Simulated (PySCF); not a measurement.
Spinor energies of Mn (manganese, neutral)

Start: [Ar] 3d5 4s1 4p1; 3d5/2 filled at m_j = -3/2, -1/2, +1/2, +3/2, +5/2; 4s1/2 filled at m_j = +1/2; 4p3/2 filled at m_j = +3/2. Calculated with PySCF 2.14 in x2c-SVPall-2c with one added diffuse shell each of s, d type (6s5p4d1f, 48 functions): generalised Hartree-Fock with the X2C-1e Hamiltonian and a Gaussian nucleus; one run each with spin-orbit coupling (SO) switched off, then screened by Boettger's factors. This is a chosen level, not necessarily the ground level.

```csv
spinor shell,electrons,"ε, spin-free (eV)","ε, screened SO (eV)",weight of nominal j (screened SO),"rms radius, screened SO (bohr)"
1s1/2,2,-6596.1,-6596.1,1.000,0.0704
2s1/2,2,-802.97,-802.96,1.000,0.302
2p1/2,2,-676.91,-684.34,0.978,0.271
2p3/2,4,-676.91,-673.25,0.989,0.274
3s1/2,2,-105.20,-105.20,1.000,0.917
3p1/2,2,-67.428,-67.797,0.665,0.986
3p3/2,4,-67.428,-67.250,0.832,0.990
3d5/2,5,-16.742,-16.741,0.593,1.32
4s1/2,1,-8.934,-8.934,0.999,3.32
4p3/2,1,-4.069,-4.041,1.000,3.22
```

| quantity | spin-free | screened SO |
| --- | --- | --- |
| E (hartree) | -1157.13224 | -1157.14161 |
| M_J | 9/2 | 9/2 |
| ⟨J²⟩ | 24.758 | 24.758 |
| ⟨L²⟩ | 2.008 | 2.010 |
| ⟨S²⟩ | 15.750 | 15.748 |

Each row is a mean over spinors that exchange with the open shell spreads, by up to 14.049 eV (3p3/2).

Rows whose weight is well below 1 are mixtures of j = l ± 1/2: exchange outweighs spin-orbit coupling there, and the label is only the starting occupation.

Without spin-orbit coupling the j labels of p, d and f shells carry no meaning; the spin-free column gives the mean over the occupied spinors of each nl shell.
